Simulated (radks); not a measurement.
Charge is removed step by step from the 5s level of the cerium ion Ce3+, starting from [Xe] 4f1. Method: scalar-relativistic Kohn-Sham, BLYP, spin-unpolarised, spherical densities, finite nucleus; Fermi nuclear charge, rms radius 4.8771 fm; computed with a radial shooting solver on a logarithmic mesh with Libxc functionals.

removed (e),E - E(0) (eV),eigenvalue (eV),E minus straight line (eV)
0,0.000,-63.468,0.000
0.25,16.285,-66.860,-1.289
0.5,33.423,-70.291,-1.724
0.75,51.423,-73.759,-1.298
1,70.295,-77.263,0.000

Removing the whole electron costs 70.295 eV by Delta-SCF, against 63.468 eV from minus the eigenvalue at the starting occupation. Slater's transition state (half an electron removed) gives 70.291 eV. Integrating minus the eigenvalue over the occupation (Janak's theorem) gives 70.316 eV. In this scalar-relativistic scheme the density is built from large components alone, so the theorem holds only approximately. The mean slope of the eigenvalue, de/dn, is 13.8 eV per electron.
